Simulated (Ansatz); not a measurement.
Basis sets compared for Be₄O₃. The state is a singlet with charge 0. Geometry PBE0-D4/def2-SVP. Ansatz on 4 threads of Arm Neoverse V2 on a shared host; times are rough, and most runs start from earlier orbitals.

Cartesian coordinates in Å:
```
Be -1.174 -1.112 -0.730
Be 0.780 1.224 0.351
Be -1.005 0.916 -1.140
Be 0.586 -1.101 0.821
O -0.408 -1.946 0.177
O 1.306 0.118 1.122
O -0.087 1.902 -0.602
```

The structure comes from a short search, and lower isomers may exist.

Binding counts from free atoms (Be singlet, O triplet) in the same basis, without a counterpoise term.

```tsv
level	functions	energy (Eh)	HOMO (eV)	LUMO (eV)	binding per atom (eV)	wall time
PBE-D4/def2-SVP	78	-284.3795	-6.02	-1.74	4.62	0.6 s
PBE0-D4/def2-SVP	78	-284.3865	-7.10	-0.96	4.42	0.8 s
```

Q: Estimate the rows for PBE-D4/def2-TZVP (with forces), PBE0-D4/def2-TZVP.

A: 
```json
{"level": "PBE-D4/def2-TZVP (with forces)", "functions": "169", "energy (Eh)": "-284.7307", "HOMO (eV)": "-5.94", "LUMO (eV)": "-1.66", "binding per atom (eV)": "4.62", "wall time": "1.2 s"}
{"level": "PBE0-D4/def2-TZVP", "functions": "169", "energy (Eh)": "-284.7423", "HOMO (eV)": "-6.99", "LUMO (eV)": "-0.90", "binding per atom (eV)": "4.45", "wall time": "1.6 s"}
```
